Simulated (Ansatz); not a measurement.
CH₄GeO₂S (`[OH][Ge]1([SH])[CH2][O]1`). Total charge 0; spin multiplicity 1.

Cartesian coordinates in Å:
```
O 0.8975 -0.6074 1.8049
Ge 0.0071 0.0064 0.4165
S -1.9365 0.7722 1.0966
C 0.6677 -0.1188 -1.3440
O 1.0590 1.0655 -0.5911
H 0.3098 -0.9548 2.4815
H -2.5146 0.5631 -0.0979
H 0.0238 0.0776 -2.2013
H 1.4861 -0.8038 -1.5653
```

What are the harmonic wavenumbers in cm⁻¹ at PBE0-D4/def2-TZVP (Ansatz, finite differences of forces, unscaled)? (Best estimate.)

The calculation gave: 108, 148, 153, 180, 198, 243, 408, 582, 647, 737, 741, 770, 934, 994, 1108, 1135, 1469, 2715, 3076, 3159, 3884.

Is this a minimum?

Yes, all 21 modes are real.

Give the ideal-gas thermochemistry at 298.15 K and 1 bar (rigid rotor, harmonic oscillator; point group C1, symmetry number 1).

Zero-point energy 139.9 kJ/mol; H(298) − E = 162.1 kJ/mol; entropy 360.4 J/(mol·K), of which translation 171.6, rotation 114.3, vibration 74.5; G(298) − E = 54.7 kJ/mol.

And at 400, 500, 600, 800 and 1000 K?


```
T (K)  H − E (kJ/mol)  S (J/mol/K)  G − E (kJ/mol)
  400           174.2        395.2            16.1
  500           187.5        424.8           -24.9
  600           201.9        450.9           -68.7
  800           232.8        495.4          -163.5
 1000           265.9        532.3          -266.3
```

Rotational constants (cm⁻¹)?

0.1472, 0.07654, 0.0569.
